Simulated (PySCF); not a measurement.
# Electron correlation in P⁻ (phosphorus, charge -1)

[Ne] 3s2 3p4, high-spin 3P determinant. Calculation: PySCF 2.14, in aug-cc-pCVQZ-DK (10s9p7d5f3g, 134 functions); the spin-free X2C one-electron Hamiltonian (Gaussian nucleus). Frozen: 1s2; 14 electrons correlated.

MP2 pair energies summed by pair of shells (mhartree):

| pair | energy | share (%) |
| --- | --- | --- |
| 2p-2p | -201.67 | 45.3 |
| 2s-2p | -66.77 | 15.0 |
| 3s-3p | -57.17 | 12.9 |
| 3p-3p | -53.16 | 11.9 |
| 2p-3p | -20.41 | 4.6 |
| 2p-3s | -17.67 | 4.0 |
| 3s-3s | -11.77 | 2.6 |
| 2s-2s | -10.55 | 2.4 |
| 2s-3p | -3.24 | 0.7 |
| 2s-3s | -2.47 | 0.6 |

Total MP2 correlation energy: -444.89 mhartree.

Same-spin part -113.52 and opposite-spin part -331.37 mhartree; SCS-MP2 scales them by 1/3 and 6/5 to -435.49 mhartree.
